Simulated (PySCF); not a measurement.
## Orbital energies and ionisation energy

GeH₅NS.
Cartesian coordinates in Å at the PBE0-D3(BJ)/def2-SVP level; atoms count from 1:
```
atom  x, y, z in Å
N1    -1.2733   -0.2604    0.1361
Ge2    0.1494    0.8896    0.1948
S3     1.9973    0.0971    1.1942
H4    -1.1446   -1.0550   -0.4858
H5    -1.5580   -0.6141    1.0468
H6     0.4742    1.2597   -1.2612
H7    -0.2466    2.0939    1.0585
H8     2.2812   -0.7828    0.2098
```

Level: PBE0/def2-SVPD (PySCF). Frontier orbitals with their largest atomic shares (Löwdin; up to four atoms above 4 %):

| orbital | ε (eV) | main atoms |
| --- | --- | --- |
| HOMO−3 | -9.83 | Ge2 36 %, H7 30 %, S3 13 %, N1 9 % |
| HOMO−2 | -9.49 | S3 40 %, Ge2 23 %, H6 14 %, N1 13 % |
| HOMO−1 | -7.83 | N1 38 %, S3 35 %, Ge2 13 %, H5 4 % |
| HOMO | -7.21 | ? |
| LUMO | -0.08 | Ge2 30 %, S3 30 %, H8 13 %, H4 6 % |
| LUMO+1 | 0.10 | S3 42 %, Ge2 24 %, H6 13 %, H7 9 % |
| LUMO+2 | 0.54 | S3 31 %, Ge2 16 %, H8 11 %, N1 10 % |

**Question.** What vertical ionisation energy does ΔSCF give, and how far is −ε(HOMO) from it?

**Answer.** ΔSCF: 9.27 eV (894 kJ/mol; threshold wavelength 134 nm); ⟨S²⟩ of the doublet left behind is 0.767, against 0.75 for a pure doublet. −ε(HOMO) is 7.21 eV, 2.06 eV below it. For the exact functional −ε(HOMO) would equal the first vertical ionisation energy; PBE0 (global hybrid, 25 % exact exchange) falls short of its own ΔSCF value by 22 %. Holes in the HOMO−1 and HOMO−2 were tried too where these lie within 1.2 eV of the HOMO; the lowest converged state counts.

**Question.** On which atoms does the HOMO lie?

**Answer.** S3 (sulfur bonded to Ge and H) 64 %, N1 (nitrogen bonded to Ge and 2 H) 21 %, H8 (S–H hydrogen) 5 %, Ge2 (germanium bonded to N, S and 2 H) 5 %, so more than half of it is on one atom. The HOMO−1 lies 0.62 eV lower.

**Question.** What total energies stand behind the ΔSCF value?

**Answer.** E(N) = -2532.10538 Eh and E(N − 1) = -2531.76476 Eh at the same geometry, 0.34062 Eh apart.

**Question.** What kinetic energy would electrons from this vertical process carry with 118.2 nm light (10.49 eV)?

**Answer.** 10.49 − 9.27 = 1.22 eV.

**Question.** With α = 63.4 au, estimate the like-pair dispersion coefficient by London's formula C6 = (3/4)α²I.

**Answer.** I = 0.3406 Eh, so C6 ≈ 1030 au; the Casimir–Polder integral at the same level gives 1390 au, 1.35 times as much.

**Question.** How many of the 10 lowest singlet excitations (vertical TDDFT, same level) lie below the ionisation energy?

**Answer.** All 10; they run from 5.77 to 7.72 eV.

Geometry: PBE0-D3(BJ)/def2-SVP, one conformer, isolated molecule. The calculation is non-relativistic, for germanium too.
